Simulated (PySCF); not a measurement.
A structure optimised at PBE-D3(BJ)/def2-SVP, used in a PySCF frequency run:

```
Si
F 1 1.6187
F 1 1.6187 2 109.63
N 1 1.7025 2 108.57 3 118.45
H 4 1.0221 1 119.71 2 -167.29
H 4 1.0221 5 111.64 1 147.17
Cl 1 2.0602 2 106.34 3 -114.57
```

Write its SMILES, formula and point group.

N[Si](F)(F)Cl, ClF₂H₂NSi, Cs

What are its rotational constants (standard atomic weights)?

3.7830, 2.3191, 2.2949 GHz
